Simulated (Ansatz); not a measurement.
Z-matrix (Å, degrees):
```
C
Si 1 1.852
H 1 1.092 2 110.4
H 1 1.092 2 110.8 3 120.1
H 1 1.093 2 110.2 3 -120.1
F 2 1.602 1 107.7 3 176.8
Se 2 2.267 1 112.6 3 -60.7
H 2 1.482 1 113.7 3 58.2
H 7 1.469 2 92.9 1 -44.3
```

Total charge 0; spin multiplicity 1.

Problem. List the PBE0/def2-TZVPP orbital energies in eV (Ansatz 0.2.0). (An estimate is asked.)

Solution. Computed: Occupied: -12361.58, -1803.92, -1584.39, -1421.42, -1421.39, -1421.35, -673.71, -278.20, -214.81, -158.39, -158.29, -158.15, -146.08, -100.79, -100.76, -100.70, -58.40, -58.37, -58.25, -58.16, -58.15, -33.09, -20.35, -19.60, -15.16, -12.96, -12.62, -12.33, -11.81, -11.62, -10.85, -9.46, -8.81, -7.31. Lowest empty: 0.03, 0.71, 0.80, 1.02, 2.21, 2.59, 2.79, 3.47.
